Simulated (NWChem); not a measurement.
Everything below was run with NWChem. System: C$_{2}$H$_{5}$I, charge 1, spin multiplicity 2, displaced from the optimised geometry. The structure started from a generated list of species. Its SCF solution wasn't tested for a lower state. Level: UBP86/def2-TZVP with def2 effective core potentials on I.

NWChem printed:

```
             Northwest Computational Chemistry Package (NWChem) 7.3.0
             --------------------------------------------------------

                                NWChem Input Module
                                -------------------

 Scaling coordinates for geometry "geometry" by  1.889725989
 (inverse scale =  0.529177249)

 Turning off AUTOSYM since
 SYMMETRY directive was detected!

                             Geometry "geometry" -> ""
                             -------------------------

 Output coordinates in angstroms (scale by  1.889725989 to convert to a.u.)

  No.       Tag          Charge          X              Y              Z
 ---- ---------------- ---------- -------------- -------------- --------------
    1 C                    6.0000     2.55450700     0.34659500     0.00000000
    2 C                    6.0000     1.23114400     1.10938500     0.00000000
    3 I                   53.0000    -0.63191700    -0.24084800     0.00000000
    4 H                    1.0000     2.70301100    -0.27879800     0.91845800
    5 H                    1.0000     3.35784800     1.14070400     0.00000000
    6 H                    1.0000     2.70301100    -0.27879800    -0.91845800
    7 H                    1.0000     1.00691700     1.72297100     0.91613800
    8 H                    1.0000     1.00691700     1.72297100    -0.91613800

 Effective nuclear repulsion energy (a.u.)     204.6239843526

            Nuclear Dipole moment (a.u.)
            ----------------------------
        X                 Y               Z
 ---------------- ---------------- ----------------
     0.0000170075    -0.0000264562     0.0000000000

      Symmetry information
      --------------------

 Group name             Cs
 Group number              2
 Group order               2
 No. of unique centers     6

      Symmetry unique atoms

     1    2    3    4    5    7


 Summary of "ao basis" -> "" (spherical)
 ------------------------------------------------------------------------------
       Tag                 Description            Shells   Functions and Types
 ---------------- ------------------------------  ------  ---------------------
 *                         def2-tzvp                  on all atoms

 Summary of "ao basis" -> "ao basis" (spherical)
 ------------------------------------------------------------------------------
       Tag                 Description            Shells   Functions and Types
[...]
     2   2 0 0    -17.384908   -164.643519   -160.373404    307.632015
     2   1 1 0      2.750302    -39.625072    -40.133892     82.509266
     2   1 0 1      0.000000      0.000000      0.000000      0.000000
     2   0 2 0    -23.346064    -43.534990    -40.338090     60.527017
     2   0 1 1     -0.000000     -0.000000      0.000000      0.000000
     2   0 0 2    -27.291375    -20.200184    -19.110493     12.019302

            General Information
            -------------------
          SCF calculation type: DFT
          Wavefunction type:  spin polarized.
          No. of atoms     :     8
          No. of electrons :    41
           Alpha electrons :    21
            Beta electrons :    20
          Charge           :     1
          Spin multiplicity:     2
          Use of symmetry is: on ; symmetry adaption is: on
          Maximum number of iterations: 100
          AO basis - number of functions:   142
                     number of shells:    58
          Convergence on energy requested:  1.00D-06
          Convergence on density requested:  1.00D-05
          Convergence on gradient requested:  5.00D-04

              XC Information
              --------------
                    Becke 1988 Exchange Functional  1.000
                Perdew 1981 Correlation Functional  1.000 local
                Perdew 1986 Correlation Functional  1.000 non-local

             Grid Information
             ----------------
          Grid used for XC integration:  medium
          Radial quadrature: Mura-Knowles
          Angular quadrature: Lebedev.
          Tag              B.-S. Rad. Rad. Pts. Rad. Cut. Ang. Pts.
          ---              ---------- --------- --------- ---------
          C                   0.70       49          11.0       434
          I                   1.40      123          12.0       590
          H                   0.35       45          12.0       434
          Grid pruning is: on
          Number of quadrature shells:   356
          Spatial weights used:  Erf1

          Convergence Information
          -----------------------
          Convergence aids based upon iterative change in
          total energy or number of iterations.
          Levelshifting, if invoked, occurs when the
          HOMO/LUMO gap drops below (HL_TOL):  1.00D-02
          DIIS, if invoked, will attempt to extrapolate
          using up to (NFOCK): 10 stored Fock matrices.

                    Damping( 0%)  Levelshifting(0.5)       DIIS
                  --------------- ------------------- ---------------
          dE  on:    start            ASAP                start
          dE off:    2 iters        100 iters           100 iters

      Screening Tolerance Information
      -------------------------------
          Density screening/tol_rho:  1.00D-10
          AO Gaussian exp screening on grid/accAOfunc:  14
          CD Gaussian exp screening on grid/accCDfunc:  20
          XC Gaussian exp screening on grid/accXCfunc:  20
          Schwarz screening/accCoul:  1.00D-08

                            NWChem DFT Gradient Module
                            --------------------------

  charge          =   1.00
  wavefunction    = open shell

  Using symmetry

                         DFT ENERGY GRADIENTS

    atom               coordinates                        gradient
                 x          y          z           x          y          z
   1 C       4.827318   0.654970   0.000000   -0.000418   0.007299   0.000000
   2 C       2.326525   2.096434   0.000000    0.006316  -0.019157   0.000000
   3 I      -1.194150  -0.455137   0.000000   -0.010020  -0.003240   0.000000
   4 H       5.107950  -0.526852   1.735634    0.002257  -0.008269   0.011184
   5 H       6.345413   2.155618   0.000000    0.010646   0.007218   0.000000
   6 H       5.107950  -0.526852  -1.735634    0.002257  -0.008269  -0.011184
   7 H       1.902797   3.255943   1.731250   -0.005519   0.012209   0.010357
   8 H       1.902797   3.255943  -1.731250   -0.005519   0.012209  -0.010357

                 ----------------------------------------
                 |  Time  |  1-e(secs)   |  2-e(secs)   |
                 ----------------------------------------
                 |  CPU   |       0.11   |      13.97   |
                 ----------------------------------------
                 |  WALL  |       0.11   |      13.97   |
                 ----------------------------------------

 Task  times  cpu:       44.9s     wall:       44.9s

 Total times  cpu:       44.9s     wall:       44.9s
```

**Question.** Write an NWChem input that would produce this output.

**Answer.** One answer among several that fit: 
```
start mol
memory heap 200 mb stack 800 mb global 1000 mb
charge 1
geometry units angstroms nocenter noautoz
  C      2.554507     0.346595     0.000000
  C      1.231144     1.109385     0.000000
  I     -0.631917    -0.240848     0.000000
  H      2.703011    -0.278798     0.918458
  H      3.357848     1.140704     0.000000
  H      2.703011    -0.278798    -0.918458
  H      1.006917     1.722971     0.916138
  H      1.006917     1.722971    -0.916138
  symmetry group Cs
end
basis spherical
  * library def2-tzvp
end
ecp
  I library def2-ecp
end
dft
  xc becke88 perdew86
  odft
  mult 2
  semidirect memsize 60000000 filesize 0
  iterations 100
  tolerances tight
end
task dft gradient
```
